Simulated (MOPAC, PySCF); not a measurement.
Dissociation curve of HCl (cation, charge +1), doublet.

- AM1, unrestricted, heats of formation (MOPAC)
- UKS-B3LYP = unrestricted B3LYP/cc-pVDZ in PySCF
- UHF/cc-pVDZ (PySCF)
- UCCSD(T) = CCSD(T) on UHF/cc-pVDZ, 5 core orbitals frozen in PySCF

Energies relative to the lowest point of each curve near equilibrium, in mEh:

```tsv
R / Å	AM1	UKS-B3LYP	UHF
1.07	41.6	56.8	51.6
1.27	2.5	2.3	1.1
1.32	0.3	0.0	0.0
1.37	0.0	0.2	1.5
1.44	2.0	3.6	6.8
1.52	7.0	10.5	15.9
2.17	85.0	86.3	95.8
2.65	119.4	114.0	117.7
3.24	134.1	126.2	126.4
3.53	136.3	128.4	127.7
4.68	138.2	127.9	128.7
5.29	138.4	126.1	128.7
```

Q: Estimate the UCCSD(T) values at these points.

A: 1.07: 55.4; 1.27: 1.8; 1.32: 0.0; 1.37: 0.8; 1.44: 5.0; 1.52: 12.9; 2.17: 96.2; 2.65: 135.2; 3.24: 155.6; 3.53: 158.7; 4.68: 160.9; 5.29: 161.0 (mEh).

The unrestricted determinant behind UKS-B3LYP is spin-contaminated at 2.17 to 5.29 Å (<S²> up to 1.3, against 0.75 for a pure doublet). At the longest distance UKS-B3LYP leaves fractional charges on the fragments, a sign of delocalisation error or of the restricted form. The unrestricted determinant behind UHF, UCCSD(T) is spin-contaminated at 1.98 to 5.29 Å (<S²> up to 1.8, against 0.75 for a pure doublet).
